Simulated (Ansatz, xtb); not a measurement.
**Relative energy of two isomers of C4HClF2O**

Structure I: `O=CC#CC(F)(F)Cl`, a singlet. Structure II: `O=C1C(Cl)=C(F)[C@@H]1F`, a singlet. Both are isolated molecules in the gas phase, relaxed with B3LYP/def2-SVP.

I (Å):

```xyz
9

C    -0.1397    2.4428    0.2841
C     0.6418    1.2133    0.2939
C     1.2945    0.1911    0.2616
C     2.0783   -1.0472    0.2350
Cl    3.8275   -0.6545    0.1410
F     1.7479   -1.8002   -0.8264
F     1.8579   -1.7809    1.3357
O    -0.4485    3.0484    1.2805
H    -0.4348    2.7852   -0.7375
```

II (Å):

```csv
atom,x (Å),y (Å),z (Å)
C,0.2265,0.8552,-0.6613
C,0.5434,-0.0767,-1.7832
C,1.3467,-0.8217,-0.9803
C,1.1930,0.0226,0.2581
Cl,0.1291,-0.1294,-3.4341
F,2.0639,-1.8921,-1.1847
F,0.6014,-0.5890,1.3300
O,-0.4627,1.8163,-0.4912
H,2.0946,0.5584,0.6035
```

Estimate E(II) − E(I) at the level CCSD(T)/def2-SVP + ΔMP2/def2-TZVPP.

Calculated at CCSD(T)/def2-SVP + ΔMP2/def2-TZVPP: E(II) − E(I) = −58.4 kJ/mol, so structure II lies lower.

Level by level:

```
                             level        geometry  E(II) − E(I) (kJ/mol)  departure from the last row (kJ/mol)  job, with rough time for the two
                          GFN2-xTB        GFN2-xTB                   −76.9                                 −18.5              optimisation, 0.22 s
                         HF/STO-3G        GFN2-xTB                   −82.3                                 −23.9              single point, 0.96 s
                r2SCAN-D4/def2-SVP        GFN2-xTB                   −74.8                                 −16.4                 single point, 9 s
                    B3LYP/def2-SVP  B3LYP/def2-SVP                   −56.8                                  +1.6             optimisation, 6.7 min
                       HF/def2-SVP  B3LYP/def2-SVP                   −38.3                                 +20.1           part of the CCSD(T) run
                      MP2/def2-SVP  B3LYP/def2-SVP                   −38.0                                 +20.4           part of the CCSD(T) run
                  CCSD(T)/def2-SVP  B3LYP/def2-SVP                   −39.6                                 +18.8                      single point
CCSD(T)/def2-SVP + ΔMP2/def2-TZVPP  B3LYP/def2-SVP                   −58.4                                                   single point, 2.5 min
```

As drawn, II has 1 C–C, 1 C=C in place of 1 C≡C. Structure I has no ring, II a 4-membered ring.

None of the levels shown reverses the order. The largest departure from CCSD(T)/def2-SVP + ΔMP2/def2-TZVPP is that of HF/STO-3G, 23.9 kJ/mol. The last row adds to CCSD(T) the change of the MP2 difference between the two basis sets, here −18.8 kJ/mol, a large step that makes the value less sure.

With thermal terms from frequencies at re-optimised GFN2-xTB minima (ideal gas, soft modes damped towards free rotors, one conformer each, 298.15 K, 1 atm): on the last row, ΔE + ΔZPE = −50.0, ΔH = −53.5, ΔG = −44.7 kJ/mol.

The correlated steps freeze 12 core orbitals. Mirror images aren't counted in ΔG. Run with Ansatz 0.2.0, xtb 6.7.1; the last row on 2 threads of Arm Neoverse N1 on a shared host.
